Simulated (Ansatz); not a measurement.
Ansatz (a quantum-chemistry and plane-wave program) input (RI-MP2/def2-QZVPP):
A basis named .json is the Basis Set Exchange file of that set.

Ansatz 0.2 input:
```yaml
crystal:
  periodic: [false, false, false]
  atoms:
    - {symbol: Cu, position_ang: [-0.00000000, -0.00000000, -0.05354870]}
    - {symbol: H, position_ang: [0.00000000, 0.00000000, 1.55291225]}
basis:
  gaussian:
    orbitals: def2-QZVPP.json
    fitting: {mean_field: def2-universal-jkfit, correlation: def2-QZVPP-RIFIT.json}
total_charge: -1
magnetization: {spin_polarized: true, initial_magnetization: 1}
correlation: {method: mp2, electrons: outside_noble_gas}
```

End of the output:

```
integrals: 0.05 GiB planned
282 factors; integrals over basis functions are off by at most 2.8e0 eV
372 factors; integrals over basis functions are off by at most 6.4e-1 eV
mean field: 0.23 GiB planned
mean field evaluation 1: about -44601.7731 eV, gradient 8.2e1 eV
mean field evaluation 2: about -44595.1973 eV, gradient 1.2e2 eV
mean field evaluation 4: about -44613.3053 eV, gradient 1.9e0 eV
mean field evaluation 8: about -44613.4947 eV, gradient 1.7e-1 eV
mean field evaluation 16: about -44610.5812 eV, gradient 1.2e1 eV
mean field evaluation 32: about -44601.7734 eV, gradient 8.2e1 eV
mean field -44613.49518649 eV, -1639.5157079902 hartree, gradient 2.9e-6 eV, S^2 0.755482; 2 other end points of the search recorded, 0 dependent functions left out
9 core orbitals not correlated
reference -44613.49518649 eV, -1639.5157079902 hartree; 7, 6 occupied and 114, 115 virtual orbitals, 372 factors
second order -15.28171179 eV of doubles, -0.00000000 eV of singles
Total energy: -44628.77689828 eV, -1640.0773005403 hartree
```

The spin state was set by rule; other spins were not relaxed.
